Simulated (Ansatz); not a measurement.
```yaml
crystal:
  periodic: [false, false, false]
  atoms:
    - {symbol: Hf, position_ang: [1.906155, 0.146353, 0.520375]}
    - {symbol: Si, position_ang: [-0.299355, 1.148496, -0.528092]}
    - {symbol: Si, position_ang: [1.116526, -0.292629, -1.864905]}
    - {symbol: Si, position_ang: [-0.267097, 0.298055, 1.762208]}
    - {symbol: Si, position_ang: [-2.226836, -0.026463, 0.217642]}
    - {symbol: Si, position_ang: [-0.229393, -1.273812, -0.107229]}
basis:
  gaussian: {orbitals: def2-TZVP}
total_charge: -1
magnetization: {spin_polarized: true, initial_magnetization: 1}
hamiltonian: {xc: {name: wB97X-V}, pseudopotentials: {relativity: scalar}}
scf: {omitted_lower_state_checks: [starts]}
```

```sh
$ ansatz run in.yaml --threads 4 --pin off --events-out ev --progress --plain --max-ram 4787MiB
```

Output, abridged:

```
Functional definition: wB97X-V
1618 factors; their error is unknown
340 factors; integrals over basis functions are off by at most 1.1e-5 eV
mean field evaluation 1: about -40759.6097 eV, gradient 1.3e1 eV
mean field evaluation 2: about -40759.3990 eV, gradient 1.7e1 eV
mean field evaluation 4: about -40761.1769 eV, gradient 2.2e0 eV
mean field evaluation 8: about -40761.2733 eV, gradient 2.7e-1 eV
mean field evaluation 16: about -40761.4019 eV, gradient 1.7e-2 eV
mean field evaluation 32: about -40761.4019 eV, gradient 5.9e-5 eV
mean field -40761.40194151 eV, -1497.9538922798 hartree, gradient 3.9e-5 eV, S^2 0.756868; 0 other end points of the search recorded, 0 dependent functions left out
reference -40761.40194095 eV, -1497.9538922594 hartree; 42, 41 occupied and 183, 184 virtual orbitals, 1618 factors
Total energy: -40761.40194095 eV, -1497.9538922594 hartree
Relativity: scalar
Checks for a lower state left out: starts
```

Run time 86 s (4 threads of Arm Neoverse V2 on a shared host), peak host memory 2.1 GiB.

In the def2 sets Hf takes a core potential; there is no spin–orbit coupling. The highest occupied level of an anion often lies above zero with these methods, and sets without diffuse functions describe the outer electron poorly.
